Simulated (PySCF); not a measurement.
## Two-component Hartree-Fock for Ni²⁺ (nickel, charge +2)

Start: [Ar] 3d8; 3d3/2 filled at m_j = -3/2, -1/2, +1/2, +3/2; 3d5/2 filled at m_j = -1/2, +1/2, +3/2, +5/2. Calculated with PySCF 2.14 in x2c-SVPall-2c: generalised Hartree-Fock with the X2C-1e Hamiltonian and a Gaussian nucleus; one run each with spin-orbit coupling (SO) switched off, then screened by Boettger's factors.

```csv
spinor shell,electrons,"ε, spin-free (eV)","ε, screened SO (eV)",weight of nominal j (screened SO),"rms radius, screened SO (bohr)"
1s1/2,2,-8419.6,-8419.6,1.000,0.0625
2s1/2,2,-1069.8,-1069.8,1.000,0.265
2p1/2,2,-919.51,-931.94,0.999,0.236
2p3/2,4,-919.51,-913.38,0.999,0.239
3s1/2,2,-155.49,-155.47,1.000,0.796
3p1/2,2,-109.46,-113.30,0.807,0.845
3p3/2,4,-109.46,-107.54,0.904,0.851
3d3/2,4,-38.417,-38.364,0.687,1.08
3d5/2,4,-38.417,-38.475,0.732,1.08
```

| quantity | spin-free | screened SO |
| --- | --- | --- |
| E (hartree) | -1517.98882 | -1518.01858 |
| M_J | 4 | 4 |
| ⟨J²⟩ | 20.005 | 20.006 |
| ⟨L²⟩ | 12.003 | 12.010 |
| ⟨S²⟩ | 2.002 | 2.001 |

Each row is a mean over spinors that exchange with the open shell spreads, by up to 10.777 eV (3p3/2).

Rows whose weight is well below 1 are mixtures of j = l ± 1/2: exchange outweighs spin-orbit coupling there, and the label is only the starting occupation.

Without spin-orbit coupling the j labels of p, d and f shells carry no meaning; the spin-free column gives the mean over the occupied spinors of each nl shell.
